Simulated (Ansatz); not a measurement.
**Nudged elastic band run: CH₅GaOSi**

input.yaml

```yaml
crystal:
  periodic: [false, false, false]
  atoms:
    - { symbol: O, position_ang: [1.421532, -1.341083, -0.353807] }
    - { symbol: C, position_ang: [0.519148, -0.569993, -0.100431] }
    - { symbol: Si, position_ang: [0.611872, 1.277519, -0.686427] }
    - { symbol: Ga, position_ang: [-1.072094, -1.32917, 0.945392] }
    - { symbol: H, position_ang: [-0.499624, 1.496518, -1.6566] }
    - { symbol: H, position_ang: [0.377266, 2.153972, 0.496803] }
    - { symbol: H, position_ang: [1.922377, 1.585323, -1.31688] }
    - { symbol: H, position_ang: [-0.990616, -2.847057, 1.314014] }
    - { symbol: H, position_ang: [-2.28985, -0.426029, 1.357926] }
basis:
  gaussian: { orbitals: def2-SVP }
hamiltonian:
  xc: cam_b3lyp
neb:
  order_check: false
  images: 5
  f_tol: 0.05
  max_iterations: 60
  final_atoms:
    - { symbol: O, position_ang: [1.17671414, -1.59118587, 0.43377752] }
    - { symbol: C, position_ang: [0.20298904, -0.6547376, 0.28721997] }
    - { symbol: Si, position_ang: [0.59672103, 1.00083663, -0.44057501] }
    - { symbol: Ga, position_ang: [-1.62452601, -0.68047635, -0.00331012] }
    - { symbol: H, position_ang: [-0.81409901, 1.55082543, -0.51047568] }
    - { symbol: H, position_ang: [1.42069068, 1.87017008, 0.45192158] }
    - { symbol: H, position_ang: [1.18386159, 1.08748999, -1.80980799] }
    - { symbol: H, position_ang: [0.88321533, -2.27444498, 1.04904785] }
    - { symbol: H, position_ang: [-3.02555578, -0.30847733, 0.54219187] }
  initial_path:
    images:
      - { positions_ang: [[1.421532, -1.341083, -0.353807], [0.519148, -0.569993, -0.100431], [0.611872, 1.277519, -0.686427], [-1.072094, -1.32917, 0.945392], [-0.499624, 1.496518, -1.6566], [0.377266, 2.153972, 0.496803], [1.922377, 1.585323, -1.31688], [-0.990616, -2.847057, 1.314014], [-2.28985, -0.426029, 1.357926]] }
      - { positions_ang: [[1.29096193, -1.37687085, -0.27825588], [0.42852895, -0.55552744, -0.06125546], [0.62543579, 1.25734101, -0.69020543], [-1.13849243, -1.37860351, 0.99421925], [-0.45603884, 1.48110031, -1.67803824], [0.4192634, 2.14787108, 0.47571692], [1.95010034, 1.4545022, -1.29136715], [-0.69654638, -2.41802408, 1.04378618], [-2.42320176, -0.61178873, 1.48538982]] }
      - { positions_ang: [[1.16039186, -1.4126587, -0.20270476], [0.3379099, -0.54106189, -0.02207993], [0.63899957, 1.23716302, -0.69398386], [-1.20489087, -1.42803702, 1.04304649], [-0.41245367, 1.46568263, -1.69947647], [0.46126081, 2.14177017, 0.45463083], [1.97782367, 1.32368139, -1.2658543], [-0.40247676, -1.98899116, 0.77355836], [-2.55655352, -0.79754845, 1.61285365]] }
      - { positions_ang: [[1.02982179, -1.44844655, -0.12715365], [0.24729086, -0.52659633, 0.01709561], [0.65256336, 1.21698504, -0.69776229], [-1.2712893, -1.47747052, 1.09187374], [-0.36886851, 1.45026494, -1.72091471], [0.50325821, 2.13566925, 0.43354475], [2.00554701, 1.19286059, -1.24034146], [-0.10840713, -1.55995824, 0.50333054], [-2.68990528, -0.98330818, 1.74031747]] }
      - { positions_ang: [[1.07878591, -1.49602632, 0.05982341], [0.23252358, -0.56931009, 0.10713706], [0.63394925, 1.14493557, -0.6120332], [-1.38903487, -1.2118058, 0.72681245], [-0.51727868, 1.4837851, -1.31743503], [0.80906903, 2.04716953, 0.43967036], [1.73165187, 1.15773706, -1.43016363], [0.22213369, -1.79812049, 0.68523631], [-2.80178878, -0.75836456, 1.34094227]] }
      - { positions_ang: [[1.12775002, -1.54360609, 0.24680047], [0.21775631, -0.61202384, 0.19717851], [0.61533514, 1.0728861, -0.52630411], [-1.50678044, -0.94614108, 0.36175117], [-0.66568885, 1.51730527, -0.91395535], [1.11487986, 1.95866981, 0.44579597], [1.45775673, 1.12261352, -1.61998581], [0.55267451, -2.03628273, 0.86714208], [-2.91367228, -0.53342094, 0.94156707]] }
      - { positions_ang: [[1.17671414, -1.59118587, 0.43377752], [0.20298904, -0.6547376, 0.28721997], [0.59672103, 1.00083663, -0.44057501], [-1.62452601, -0.68047635, -0.00331012], [-0.81409901, 1.55082543, -0.51047568], [1.42069068, 1.87017008, 0.45192158], [1.18386159, 1.08748999, -1.80980799], [0.88321533, -2.27444498, 1.04904785], [-3.02555578, -0.30847733, 0.54219187]] }
```

Run as:

```bash
$ ansatz run input.yaml --threads 2 --pin off --max-ram 3072MiB --backend cpu --events-out ev --progress --plain --runs-dir out
```

Output, in part (warnings, iteration lines, the closing report on the highest movable image, with atoms numbered from 0):

```
NEB end point (image 0): max|allowed force component| = 1.423e-2 eV/Å (the criterion of neb.relax_end_points is 1.000e-2)
NEB end point (image 6): max|allowed force component| = 1.443e-2 eV/Å (the criterion of neb.relax_end_points is 1.000e-2)
NEB iter   1: max|band force component| = 2.267e1 eV/Å  barrier→ = 6.8003 eV  barrier← = 5.7046 eV  Δτ_max = 0.2000 Å  (270 SCF iters)
NEB iter   2: max|band force component| = 7.495e0 eV/Å  barrier→ = 4.1805 eV  barrier← = 3.0847 eV  Δτ_max = 0.2000 Å  (201 SCF iters)
NEB iter   3: max|band force component| = 3.811e0 eV/Å  barrier→ = 3.3892 eV  barrier← = 2.2934 eV  Δτ_max = 0.1967 Å  (192 SCF iters)
NEB iter   4: max|band force component| = 2.624e0 eV/Å  barrier→ = 2.6978 eV  barrier← = 1.6020 eV  Δτ_max = 0.1962 Å  (188 SCF iters)
NEB iter   5: max|band force component| = 3.690e0 eV/Å  barrier→ = 2.0864 eV  barrier← = 0.9907 eV  Δτ_max = 0.1013 Å  (189 SCF iters)
NEB iter   6: max|band force component| = 1.225e0 eV/Å  barrier→ = 1.8649 eV  barrier← = 0.7692 eV  Δτ_max = 0.2000 Å  (182 SCF iters)
NEB iter   7: max|band force component| = 9.855e-1 eV/Å  barrier→ = 1.9741 eV  barrier← = 0.8784 eV  Δτ_max = 0.1321 Å  (178 SCF iters)
NEB iter   8: max|band force component| = 8.763e-1 eV/Å  barrier→ = 1.7317 eV  barrier← = 0.6359 eV  Δτ_max = 0.1957 Å  (172 SCF iters)
NEB iter   9: max|band force component| = 8.448e-1 eV/Å  barrier→ = 1.5267 eV  barrier← = 0.4309 eV  Δτ_max = 0.1866 Å  (175 SCF iters)
NEB iter  10: max|band force component| = 7.069e-1 eV/Å  barrier→ = 1.4632 eV  barrier← = 0.3674 eV  Δτ_max = 0.1108 Å  (176 SCF iters)
NEB iter  11: max|band force component| = 7.188e-1 eV/Å  barrier→ = 1.4446 eV  barrier← = 0.3489 eV  CI = image 4  Δτ_max = 0.1996 Å  (173 SCF iters)
NEB iter  12: max|band force component| = 2.017e0 eV/Å  barrier→ = 2.0046 eV  barrier← = 0.9088 eV  CI = image 4  Δτ_max = 0.1007 Å  (178 SCF iters)
NEB iter  13: max|band force component| = 2.056e0 eV/Å  barrier→ = 2.0146 eV  barrier← = 0.9188 eV  CI = image 4  Δτ_max = 0.2000 Å  (180 SCF iters)
NEB iter  14: max|band force component| = 1.865e0 eV/Å  barrier→ = 1.9216 eV  barrier← = 0.8258 eV  CI = image 4  Δτ_max = 0.1992 Å  (179 SCF iters)
NEB iter  15: max|band force component| = 1.772e0 eV/Å  barrier→ = 1.8365 eV  barrier← = 0.7407 eV  CI = image 4  Δτ_max = 0.1983 Å  (178 SCF iters)
NEB iter  16: max|band force component| = 1.795e0 eV/Å  barrier→ = 1.8243 eV  barrier← = 0.7286 eV  CI = image 4  Δτ_max = 0.1997 Å  (177 SCF iters)
NEB iter  17: max|band force component| = 1.814e0 eV/Å  barrier→ = 1.9043 eV  barrier← = 0.8085 eV  CI = image 4  Δτ_max = 0.1965 Å  (181 SCF iters)
NEB iter  18: max|band force component| = 2.600e0 eV/Å  barrier→ = 2.1352 eV  barrier← = 1.0394 eV  CI = image 4  Δτ_max = 0.1889 Å  (172 SCF iters)
NEB iter  19: max|band force component| = 1.541e0 eV/Å  barrier→ = 2.0775 eV  barrier← = 0.9817 eV  CI = image 4  Δτ_max = 0.2000 Å  (170 SCF iters)
NEB iter  20: max|band force component| = 1.094e0 eV/Å  barrier→ = 2.0902 eV  barrier← = 0.9944 eV  CI = image 4  Δτ_max = 0.1976 Å  (176 SCF iters)
NEB iter  21: max|band force component| = 9.662e-1 eV/Å  barrier→ = 2.0054 eV  barrier← = 0.9096 eV  CI = image 4  Δτ_max = 0.1980 Å  (179 SCF iters)
NEB iter  22: max|band force component| = 5.652e-1 eV/Å  barrier→ = 1.9633 eV  barrier← = 0.8675 eV  CI = image 4  Δτ_max = 0.1993 Å  (187 SCF iters)
NEB iter  23: max|band force component| = 2.895e-1 eV/Å  barrier→ = 1.9780 eV  barrier← = 0.8822 eV  CI = image 4  Δτ_max = 0.1192 Å  (181 SCF iters)
NEB iter  24: max|band force component| = 2.821e-1 eV/Å  barrier→ = 1.9618 eV  barrier← = 0.8661 eV  CI = image 4  Δτ_max = 0.1206 Å  (167 SCF iters)
NEB iter  25: max|band force component| = 2.844e-1 eV/Å  barrier→ = 1.9483 eV  barrier← = 0.8525 eV  CI = image 4  Δτ_max = 0.1969 Å  (172 SCF iters)
NEB iter  26: max|band force component| = 5.351e-1 eV/Å  barrier→ = 1.9567 eV  barrier← = 0.8609 eV  CI = image 4  Δτ_max = 0.1953 Å  (173 SCF iters)
NEB iter  27: max|band force component| = 3.050e-1 eV/Å  barrier→ = 1.9490 eV  barrier← = 0.8533 eV  CI = image 4  Δτ_max = 0.2000 Å  (178 SCF iters)
NEB iter  28: max|band force component| = 6.556e-1 eV/Å  barrier→ = 1.9361 eV  barrier← = 0.8404 eV  CI = image 4  Δτ_max = 0.1008 Å  (173 SCF iters)
NEB iter  29: max|band force component| = 1.767e-1 eV/Å  barrier→ = 1.9631 eV  barrier← = 0.8674 eV  CI = image 4  Δτ_max = 0.1077 Å  (172 SCF iters)
NEB iter  30: max|band force component| = 1.849e-1 eV/Å  barrier→ = 1.9632 eV  barrier← = 0.8674 eV  CI = image 4  Δτ_max = 0.0431 Å  (163 SCF iters)
NEB iter  31: max|band force component| = 8.425e-2 eV/Å  barrier→ = 1.9622 eV  barrier← = 0.8665 eV  CI = image 4  Δτ_max = 0.0128 Å  (159 SCF iters)
NEB iter  32: max|band force component| = 2.358e-2 eV/Å  barrier→ = 1.9620 eV  barrier← = 0.8662 eV  CI = image 4  Δτ_max = 0.0000 Å  (314 SCF iters)
Total energy: -63407.71846041 eV, -2330.1906741247 hartree
Atom 0 at     0.887342    -1.401392    -0.066195 Å, force    -0.015437    -0.000765     0.005435 eV/Å
Atom 1 at     0.121824    -0.415992     0.043115 Å, force     0.009520     0.005039    -0.008008 eV/Å
Atom 2 at     0.682210     1.263726    -0.664254 Å, force     0.003428    -0.002109     0.003737 eV/Å
Atom 3 at    -1.455454    -1.541338     1.102745 Å, force    -0.016379    -0.006919     0.020621 eV/Å
Atom 4 at    -0.363931     1.673995    -1.638398 Å, force    -0.001450     0.000190    -0.000985 eV/Å
Atom 5 at     0.692886     2.209044     0.484195 Å, force     0.001792     0.001320    -0.003013 eV/Å
Atom 6 at     2.017102     1.224056    -1.319785 Å, force     0.001354    -0.000383     0.001208 eV/Å
Atom 7 at     0.198730    -2.262162     0.489824 Å, force     0.021035     0.002417    -0.014472 eV/Å
Atom 8 at    -2.780699    -0.749936     1.568742 Å, force    -0.003863     0.001212    -0.004523 eV/Å
Dipole moment:     0.149937     0.284656    -0.150208 e Å
```

It converged. Neighbouring images differ by up to 1.6 eV, so the band resolves the path poorly. A vibrational analysis at the climbing image gives one clearly imaginary mode, 1165i cm⁻¹: a first-order saddle point. The orbitals stay closed-shell, which can raise the energy where a bond breaks towards radicals; this wasn't checked here.

Final band (atoms are numbered from 1 in the order of the input):

```json
{"image": "0", "path coordinate (Å)": "0.00", "energy (eV)": "0.00", "Ga4–H8 (Å)": "1.56", "O1–H8 (Å)": "3.30"}
{"image": "1", "path coordinate (Å)": "1.02", "energy (eV)": "0.00", "Ga4–H8 (Å)": "1.56", "O1–H8 (Å)": "3.33"}
{"image": "2", "path coordinate (Å)": "2.05", "energy (eV)": "0.00", "Ga4–H8 (Å)": "1.56", "O1–H8 (Å)": "3.22"}
{"image": "3", "path coordinate (Å)": "3.07", "energy (eV)": "0.32", "Ga4–H8 (Å)": "1.56", "O1–H8 (Å)": "2.39"}
{"image": "4", "path coordinate (Å)": "4.09", "energy (eV)": "1.96", "Ga4–H8 (Å)": "1.91", "O1–H8 (Å)": "1.23"}
{"image": "5", "path coordinate (Å)": "5.66", "energy (eV)": "1.26", "Ga4–H8 (Å)": "2.97", "O1–H8 (Å)": "0.97"}
{"image": "6", "path coordinate (Å)": "7.22", "energy (eV)": "1.10", "Ga4–H8 (Å)": "3.15", "O1–H8 (Å)": "0.97"}
```

Run time: 8.9 min on 2 threads of Arm Neoverse V1 (shared host), peak memory 0.3 GiB.
